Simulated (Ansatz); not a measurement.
Consider the atomization: `FC(F)C(F)(C(F)F)C(F)(F)F` → 4 C• + 8 F• + 2 H•.

Program: Ansatz. Geometries: PBE0-D4/def2-TZVP. ΔE: electronic, gas phase. CBS: MP2 limit from def2 TZ/QZ plus the TZ coupled-cluster correction, frozen cores. This one scheme is used for every species, atoms too. For atomizations the MP2-based limit and the directly extrapolated one differ by several kJ/mol either way, and by 10 to 25 for some Ge, Se and Sn compounds, so smaller differences from it don't rank the levels. Functionals use def2-TZVPP. No spin–orbit coupling; open shells (•) take unrestricted orbitals. Spin–orbit coupling would lower the free atoms: a little for C, F. Each species was taken in one conformer, which may not be the lowest.

| level | ΔE (kJ/mol) |
| --- | --- |
| BLYP-D4 | 5834.4 |
| r2SCAN0 | 5651.2 |
| MP2/def2-TZVPP | 5922.0 |
| HF/CBS(def2) | 3918.3 |

(1) What does CCSD(T)/CBS give? (An estimate is asked.)

Largest T1 diagnostic among the species: 0.012.

Results:

(1) The calculation gave: +5800.9 kJ/mol. The listed levels differ from it by 33.5, -149.7, 121.1, -1882.6 kJ/mol.

In def2-TZVPP, CCSD(T) changes the Hartree–Fock value by +1725.8 kJ/mol (the triples alone add +136.1 kJ/mol) and MP2 by +2010.7 kJ/mol; breaking electron pairs costs correlation energy, which Hartree–Fock lacks. From r2SCAN to r2SCAN0 (25 % exact exchange), in def2-TZVPP and without D4, ΔE moves by −205.5 kJ/mol: exact exchange takes away binding that semilocal exchange gives to molecules.
